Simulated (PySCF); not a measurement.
# PBE0 on Be⁺ (beryllium, charge +1)

Configuration: [He] 2s1, 2S determinant. Calculation: PySCF 2.14, in pcseg-2 (4s2p1d, 15 functions); the non-relativistic Hamiltonian (point nucleus).

```
Total energy                                     : -14.3053 hartree
One-electron energy                              : -17.5951 hartree
Hartree (Coulomb) energy                         : 5.8121 hartree
Exchange-correlation energy                      : -2.5223 hartree
Kinetic energy                                   : 14.20601 hartree
⟨S²⟩                                             : 0.7500
⟨L²⟩                                             : 0.000
Sum of ⟨r⟩                                       : 3.111 bohr
Sum of ⟨r²⟩                                      : 6.523 bohr²
Density at the nucleus (Gaussians lack the cusp) : 33.9 bohr⁻³
Spin density at the nucleus                      : 0.838 bohr⁻³
Langevin diamagnetic susceptibility              : -5.17 ×10⁻⁶ cm³/mol
Time after the integrals                         : 0.04 s of wall time on 1 thread of Neoverse-V1 (shared host)
```

```json
{"shell": "1s α", "electrons": "1", "mean orbital energy (eV)": "-123.81", "rms radius, mean of both spins (bohr)": "0.489"}
{"shell": "1s β", "electrons": "1", "mean orbital energy (eV)": "-123.21", "rms radius, mean of both spins (bohr)": "0.489"}
{"shell": "2s α", "electrons": "1", "mean orbital energy (eV)": "-15.482", "rms radius, mean of both spins (bohr)": "2.46"}
```
